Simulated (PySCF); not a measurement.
C2H4, charge -1, doublet, geometry from GFN2-xTB (a state made from the parent by changing its charge; the spin is typed, not shown lowest) (in this run its highest filled SCF level lies above zero, so its values depend strongly on the basis, on diffuse functions most of all); CCSD(T)/def2-SVP in PySCF.

PySCF was given this input:
```python
from pyscf import gto, scf, cc

mol = gto.Mole()
mol.atom = '''
    C    -0.688195   -0.076962    0.224503
    C     0.688195    0.076962   -0.224503
    H    -1.315240    0.823303    0.087459
    H    -1.205612   -0.962416   -0.188647
    H     1.315240   -0.823303   -0.087459
    H     1.205612    0.962416    0.188647
'''
mol.basis = 'def2-svp'
mol.charge = -1
mol.spin = 1
mol.verbose = 4
mol.build()

mf = scf.UHF(mol)
mf.kernel()

mycc = cc.CCSD(mf, frozen=2)
mycc.kernel()
et = mycc.ccsd_t()
print('E(CCSD(T)) = %.10f' % (mycc.e_tot + et))
```

What does PySCF print? Leave out banner, timings and long lists.


```
PySCF version 2.14.0

[INPUT] verbose = 4
[INPUT] num. atoms = 6
[INPUT] num. electrons = 17
[INPUT] charge = -1
[INPUT] spin (= nelec alpha-beta = 2S) = 1
[INPUT] symmetry False subgroup None
[INPUT] Mole.unit = angstrom
[INPUT] Symbol           X                Y                Z      unit          X                Y                Z       unit  Magmom
[INPUT]  1 C     -0.688195000000  -0.076962000000   0.224503000000 AA   -1.300500070295  -0.145437101999   0.424249184143 Bohr   0.0
[INPUT]  2 C      0.688195000000   0.076962000000  -0.224503000000 AA    1.300500070295   0.145437101999  -0.424249184143 Bohr   0.0
[INPUT]  3 H     -1.315240000000   0.823303000000   0.087459000000 AA   -2.485443388073   1.555817187533   0.165273557128 Bohr   0.0
[INPUT]  4 H     -1.205612000000  -0.962416000000  -0.188647000000 AA   -2.278276492489  -1.818702657899  -0.356491164221 Bohr   0.0
[INPUT]  5 H      1.315240000000  -0.823303000000  -0.087459000000 AA    2.485443388073  -1.555817187533  -0.165273557128 Bohr   0.0
[INPUT]  6 H      1.205612000000   0.962416000000   0.188647000000 AA    2.278276492489   1.818702657899   0.356491164221 Bohr   0.0

nuclear repulsion = 31.7935835919766
number of shells = 24
number of NR pGTOs = 76
number of NR cGTOs = 48
basis = def2-svp
ecp = {}

******** <class 'pyscf.scf.uhf.UHF'> ********
method = UHF
initial guess = minao
damping factor = 0
level_shift factor = 0
DIIS = <class 'pyscf.scf.diis.CDIIS'>
diis_start_cycle = 1
diis_space = 8
diis_damp = 0
SCF conv_tol = 1e-09
SCF conv_tol_grad = None
SCF max_cycles = 50
direct_scf = True
direct_scf_tol = 1e-13
number electrons alpha = 9  beta = 8
Set gradient conv threshold to 3.16228e-05
init E= -77.7951619068444

cycle= 1 E= -77.8268344141584  delta_E= -0.0317  |g|= 0.221  |ddm|=  1.7
cycle= 2 E= -77.8578215007886  delta_E= -0.031  |g|= 0.0871  |ddm|= 0.391
cycle= 3 E= -77.8625466678046  delta_E= -0.00473  |g|= 0.0273  |ddm|= 0.125
cycle= 4 E= -77.8632778902498  delta_E= -0.000731  |g|= 0.00634  |ddm|= 0.052
cycle= 5 E= -77.8633517894812  delta_E= -7.39e-05  |g|= 0.00271  |ddm|= 0.0261
cycle= 6 E= -77.8633692190951  delta_E= -1.74e-05  |g|= 0.000951  |ddm|= 0.0162
cycle= 7 E= -77.863371603536  delta_E= -2.38e-06  |g|= 0.000316  |ddm|= 0.00554
cycle= 8 E= -77.8633718798267  delta_E= -2.76e-07  |g|= 7.31e-05  |ddm|= 0.002
cycle= 9 E= -77.8633718947661  delta_E= -1.49e-08  |g|= 2.25e-05  |ddm|= 0.000516
cycle= 10 E= -77.8633718966044  delta_E= -1.84e-09  |g|= 9.85e-06  |ddm|= 0.000247
cycle= 11 E= -77.8633718970249  delta_E= -4.2e-10  |g|= 2.5e-06  |ddm|= 0.000169
Extra cycle  E= -77.863371897038  delta_E= -1.32e-11  |g|= 1.5e-06  |ddm|= 1.56e-05
converged SCF energy = -77.863371897038  <S^2> = 0.76439851  2S+1 = 2.014347

******** <class 'pyscf.cc.uccsd.UCCSD'> ********
CC2 = 0
CCSD nocc = (np.int64(7), np.int64(6)), nmo = (46, 46)
frozen orbitals 2
max_cycle = 50
direct = 0
conv_tol = 1e-07
conv_tol_normt = 1e-06
diis_space = 6
diis_start_cycle = 0
diis_start_energy_diff = 1e+09
Init t2, MP2 energy = -0.282515602114089
Init E_corr(UCCSD) = -0.282515602117355
cycle = 1  E_corr(UCCSD) = -0.301947743037588  dE = -0.0194321409  norm(t1,t2) = 0.0597677
cycle = 2  E_corr(UCCSD) = -0.309001112395476  dE = -0.00705336936  norm(t1,t2) = 0.0185483
cycle = 3  E_corr(UCCSD) = -0.311588249851144  dE = -0.00258713746  norm(t1,t2) = 0.0081902
cycle = 4  E_corr(UCCSD) = -0.311846649338256  dE = -0.000258399487  norm(t1,t2) = 0.00197637
cycle = 5  E_corr(UCCSD) = -0.311755901622117  dE = 9.07477161e-05  norm(t1,t2) = 0.00095462
cycle = 6  E_corr(UCCSD) = -0.311761029865876  dE = -5.12824376e-06  norm(t1,t2) = 0.000349325
cycle = 7  E_corr(UCCSD) = -0.311766990353643  dE = -5.96048777e-06  norm(t1,t2) = 0.000191406
cycle = 8  E_corr(UCCSD) = -0.311764967637909  dE = 2.02271573e-06  norm(t1,t2) = 0.000105847
cycle = 9  E_corr(UCCSD) = -0.311764494779305  dE = 4.72858605e-07  norm(t1,t2) = 5.8201e-05
cycle = 10  E_corr(UCCSD) = -0.311763866104994  dE = 6.28674311e-07  norm(t1,t2) = 1.95144e-05
cycle = 11  E_corr(UCCSD) = -0.311763788757015  dE = 7.73479794e-08  norm(t1,t2) = 6.55238e-06
cycle = 12  E_corr(UCCSD) = -0.311763667885512  dE = 1.20871503e-07  norm(t1,t2) = 2.39166e-06
cycle = 13  E_corr(UCCSD) = -0.311763654388465  dE = 1.34970468e-08  norm(t1,t2) = 1.03913e-06
cycle = 14  E_corr(UCCSD) = -0.311763660687388  dE = -6.29892238e-09  norm(t1,t2) = 3.69416e-07
UCCSD converged
E(UCCSD) = -78.17513555772543  E_corr = -0.3117636606873877
UCCSD(T) correction = -0.00928692511871991
E(CCSD(T)) = -78.1844224828
```
